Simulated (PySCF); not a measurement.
**SrH and its ions**

PBE0; basis Sr def2-TZVP with ECP28, H def2-TZVP; scalar-relativistic core potentials; PySCF 2.14. Neutral (UKS): doublet (σ ↑), Re = 2.139 Å, ωe = 1192 cm⁻¹, De = 1.77 eV, HOMO -3.81 eV, LUMO -1.88 eV.

SrH⁺ (UKS): singlet (closed shell), Re = 2.025 Å, ωe = 1415 cm⁻¹, De = 2.11 eV to Sr⁺ + H. The energies at the minima are -31.24385 hartree for SrH and -31.04963 for SrH⁺.

(1) Work out the adiabatic ionisation energy, without and with harmonic zero-point energies (1 hartree = 27.2114 eV, 1 eV = 8065.5 cm⁻¹), and the change of the bond length.

For an ion De counts to the pair picked by the measured ionisation energies or electron affinities, which need not be the lowest pair at this level. States were picked by a PBE0 search and need not be the measured ground states.

Answers

(1) At PBE0: 0.19422 hartree = 5.285 eV between the minima; the zero-point term (1415.0 − 1192.0)/2 cm⁻¹ = +0.014 eV makes it 5.299 eV. Re changes by -11.4 pm against the neutral. The electron leaves a σ orbital; in so polar a molecule the change of length follows mostly from the change of the ionic charges.
